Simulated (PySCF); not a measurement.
Pt⁴³⁺: ionisation energy

Pt⁴³⁺ [Ar] 3d10 4s2 4p5 (2P) → Pt⁴⁴⁺ [Ar] 3d10 4s2 4p4 (3P), as a difference of total energies. All numbers are calculated (PySCF 2.14, the spin-free X2C one-electron Hamiltonian (Gaussian nucleus), in an uncontracted even-tempered set (18 s from 4.7 bohr⁻², ratio 2.5; 14 p from 6.1 bohr⁻², ratio 2.5; 8 d from 11 bohr⁻², ratio 2.5; 4 f from 33 bohr⁻², ratio 2.7; 4 g from 50 bohr⁻², ratio 2.7)). Correlated levels: outer shells: [Ne] frozen; virtual orbitals above 40 to 60 times the deepest correlated orbital energy dropped. The calculations carry no spin-orbit coupling.

```csv
method,ionisation energy (eV)
UHF,2264.0
LDA,2266.9
PBE,2266.2
PBE0,2266.1
r2SCAN,2266.2
M06,2265.8
TPSS,2266.1
MP2 (outer shells),2265.6
SCS-MP2 (outer shells),2265.4
```

Spin-orbit coupling is strong in these open shells (close to jj coupling). The scalar numbers leave it out and a first-order estimate fails, so it can dominate the gap to the real levels.

Breit and QED terms and the two-electron picture change are absent.

For comparison: 2228 ± 4 eV (theoretical estimate listed by NIST; NIST Atomic Spectra Database, ionization energies).
